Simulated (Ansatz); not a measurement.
Molecule: CuCl, net charge 0, triplet state. The spin state was set by rule; other spins were not relaxed. 
Structure (B3LYP-D3(BJ)/def2-TZVP (Ansatz, a first-principles code) minimum search):
```
Cu
Cl 1 2.1784
```
Charge 0, spin multiplicity 3.

Basis-set convergence of Hartree-Fock and CCSD(T) correlation energies (hartree) with Ansatz. Cores are frozen in the correlated levels unless marked. UHF or UKS for open shells. No spin-orbit coupling. The frozen core is the preceding noble-gas configuration, with the filled d and f shells of earlier blocks. No relativistic terms.

| basis | functions | E(HF) | E(corr, CCSD(T)) |
|---|---|---|---|
| def2-SVP | 49 | -2098.08140 | -0.35423 |
| def2-TZVPP | 106 | -2098.48175 | -0.58377 |
| def2-QZVPP | 170 | -2098.53832 | -0.63257 |

Extrapolating the two largest sets (X = 3 and 4) as X^-3: E(corr) = (64·(-0.63257) - 27·(-0.58377))/37 = -0.6682 Eh, an estimate of the basis-set limit. The largest set recovers 94.7 % of it, the smallest 53.0 %.
